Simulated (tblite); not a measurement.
Compound: C7H16Si.
Atom-mapped SMILES: `[CH3:1][CH2:2][CH2:3][C@H:4]1[CH2:5][CH2:6][SiH2:7][CH2:8]1` (hydrogens: H9, H10, H11 on C1; H12, H13 on C2; H14, H15 on C3; H16 on C4; H17, H18 on C5; H19, H20 on C6; H21, H22 on Si7; H23, H24 on C8)

A start from a force field or distance geometry was refined with GFN2-xTB geometry optimisation, gas phase in tblite. Values at the start:

```csv
coordinate,start
C1–C2,1.538 Å
C2–H12,1.085 Å
C2–H13,1.098 Å
C3–C4,1.550 Å
C4–C5,1.561 Å
C4–C8,1.550 Å
C4–H16,1.080 Å
C5–C6,1.548 Å
C5–H18,1.102 Å
C6–Si7,1.915 Å
C6–H19,1.094 Å
C6–H20,1.084 Å
Si7–C8,1.926 Å
Si7–H21,1.494 Å
Si7–H22,1.481 Å
C8–H24,1.085 Å
C1–C2–C3,110.4°
C2–C3–C4,111.6°
C3–C4–C5,110.2°
C3–C4–C8,112.6°
C4–C5–C6,107.6°
C4–C8–Si7,105.0°
C5–C4–C8,107.1°
C5–C6–Si7,104.9°
```

Task: How do these coordinates change at the GFN2-xTB level?

Result: 
```tsv
coordinate	GFN2-xTB (Å or °)	change
C4–C5	1.532	-0.029
Si7–H21	1.466	-0.028
Si7–C8	1.904	-0.022
C3–C4	1.529	-0.021
C5–C6	1.530	-0.018
C4–H16	1.096	+0.016
C4–C8	1.535	-0.015
Si7–H22	1.466	-0.015
C1–C2	1.524	-0.014
C6–Si7	1.905	-0.010
C5–H18	1.093	-0.009
C2–H12	1.093	+0.008
C2–H13	1.091	-0.007
C6–H20	1.091	+0.007
C8–H24	1.091	+0.006
C6–H19	1.088	-0.006
C2–C3–C4	113.3	+1.7
C1–C2–C3	111.8	+1.4
C4–C5–C6	108.8	+1.2
C3–C4–C5	111.4	+1.2
C5–C6–Si7	104.4	-0.5
C4–C8–Si7	105.3	+0.3
C3–C4–C8	113.0	+0.4
C5–C4–C8	107.4	+0.3
```

The energy falls by 9.3 kJ/mol over 21 L-BFGS steps, the largest force on an atom goes from 1.39 to 0.009 eV/Å, and the atoms move by 0.031 Å rms after alignment. Among the bonds, C4–C5 and Si7–H21 change most and about equally (-0.029 to -0.028 Å). Bonds longer at the end by more than 0.005 Å: 4 of 24; shorter: 12. Rotational constants go from 3973, 770.6, 680.8 to 4051, 777.2, 686.8 MHz.

On one thread of an Arm Neoverse V2, no GPU, on a shared host, this took 0.16 s wall.

Its GFN2-xTB frequencies are all real (lowest 62 cm⁻¹). The numbers are those of one conformer.

All values are computed, not measured.
